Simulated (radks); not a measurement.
Values are calculated unless marked as measured or tabulated.
Dy XXXVIII, 29 electrons, occupied as [Ar] 3d10 4s1. Code: a radial shooting solver on a logarithmic mesh with Libxc functionals. Model: Dirac Kohn-Sham, LB94 model potential, spin-unpolarised, spherical densities, finite nucleus; Fermi nuclear charge, rms radius 5.2218 fm.

Unscreened Slater integrals over Kohn-Sham orbitals (eV). Large and small components are both included. Empty in this configuration: 4p1/2.

\begin{tabular}{lr}
integral & value \\ \hline
F0(4s1/2,4s1/2) & 53.099 \\
F0(4s1/2,3d5/2) & 66.597 \\
G2(4s1/2,3d5/2) & 6.4247 \\
F0(4s1/2,3d3/2) & 66.828 \\
G2(4s1/2,3d3/2) & 6.3635 \\
F0(4s1/2,3p3/2) & 65.305 \\
G1(4s1/2,3p3/2) & 6.7440 \\
F0(4s1/2,4p1/2) & 53.294 \\
G1(4s1/2,4p1/2) & 35.594 \\
F0(3d5/2,3d5/2) & 118.72 \\
F2(3d5/2,3d5/2) & 60.591 \\
F4(3d5/2,3d5/2) & 38.999 \\
F0(3d5/2,3d3/2) & 119.84 \\
F2(3d5/2,3d3/2) & 60.958 \\
G2(3d5/2,3d3/2) & 60.132 \\
G4(3d5/2,3d3/2) & 38.690 \\
F0(3d5/2,3p3/2) & 110.43 \\
F2(3d5/2,3p3/2) & 53.016 \\
G1(3d5/2,3p3/2) & 57.372 \\
G3(3d5/2,3p3/2) & 37.991 \\
F0(3d5/2,4p1/2) & 67.351 \\
G3(3d5/2,4p1/2) & 6.6870 \\
F0(3d3/2,3d3/2) & 121.00 \\
F2(3d3/2,3d3/2) & 61.375 \\
F0(3d3/2,3p3/2) & 111.30 \\
F2(3d3/2,3p3/2) & 52.910 \\
G1(3d3/2,3p3/2) & 56.601 \\
G3(3d3/2,3p3/2) & 37.479 \\
F0(3d3/2,4p1/2) & 67.606 \\
G1(3d3/2,4p1/2) & 6.6101 \\
F0(3p3/2,3p3/2) & 105.51 \\
F2(3p3/2,3p3/2) & 52.924 \\
F0(3p3/2,4p1/2) & 65.998 \\
G2(3p3/2,4p1/2) & 6.8954 \\
F0(4p1/2,4p1/2) & 53.532 \\
\end{tabular}
